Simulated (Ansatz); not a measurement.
Start from `FC[S][AlH2]` and change one atom or group to get `FCS[SiH3]`.

Ansatz, PBE0-D4/def2-TZVP geometries, multiplicity 1. Each molecule was computed in one conformer, which needn't be the lowest. `FC[S][AlH2]` holds a close contact that its SMILES doesn't draw: Al···F 2.00 Å.

```
                                      property  `FC[S][AlH2]`
           LUMO energy (B3LYP/def2-TZVPP) / eV          -1.15
           HOMO energy (B3LYP/def2-TZVPP) / eV          -6.76
         HOMO–LUMO gap (B3LYP/def2-TZVPP) / eV           5.62
             HOMO energy (PBE/def2-TZVPP) / eV          -5.78
size of the dipole moment (PBE/def2-TZVPP) / D           2.30
       HOMO–LUMO gap (ωB97M-V/def2-TZVPP) / eV           9.95
```

(1) What does the change do to each property? (An estimate is asked.)

Answers

(1) Ansatz gave: 
```
                                      property  `FCS[SiH3]`  shift
           LUMO energy (B3LYP/def2-TZVPP) / eV        -0.23   0.92
           HOMO energy (B3LYP/def2-TZVPP) / eV        -7.29  -0.53
         HOMO–LUMO gap (B3LYP/def2-TZVPP) / eV         7.06   1.44
             HOMO energy (PBE/def2-TZVPP) / eV        -6.31  -0.53
size of the dipole moment (PBE/def2-TZVPP) / D         1.30  -1.00
       HOMO–LUMO gap (ωB97M-V/def2-TZVPP) / eV        11.48   1.53
```

With PBE0 the HOMO falls by 0.53 eV and the LUMO rises by 0.92 eV, so the gap widens by about 1.45 eV. PBE moves the HOMO by -0.53 eV and ωB97M-V by -0.55 eV. The zero-point energy changes by 29.7 kJ/mol with +3 modes. Dipoles are sizes alone; their direction can turn.

B3LYP here is the variant with VWN-RPA as its local correlation; programs differ in this.
